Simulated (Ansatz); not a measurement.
The cluster As₂Se, relaxed as a singlet with RKS PBE0-D4/def2-TZVP in Ansatz, starting from the GFN2-xTB geometry. Force threshold 0.02 eV/Å.

The restricted singlet is unstable: a solution with broken spin symmetry lies lower. The structure comes from a short search, and lower isomers may exist.

Start:

```csv
atom,x (Å),y (Å),z (Å)
As1,0.128,-1.184,-0.547
As2,-0.291,-0.043,1.276
Se3,0.163,1.227,-0.729
```

```csv
step,energy (eV),largest force component (eV/Å),SCF passes
1,-187010.7643,0.273,16
2,-187010.7670,0.038,28
3,-187010.7671,0.001,18
```

Force components are those of the run's own axes.

End:

```csv
atom,x (Å),y (Å),z (Å)
As1,0.129,-1.189,-0.553
As2,-0.293,-0.040,1.283
Se3,0.163,1.228,-0.731
```

By distances, no bond broke or formed. The bond that changes most is As1–As2, from 2.19 to 2.21 Å (atoms count from 1).

No frequencies were taken in this run, so the end may be a saddle point.

Hardware: 4 threads of Intel Xeon Platinum 8259CL on a shared host. Wall time 11 s.
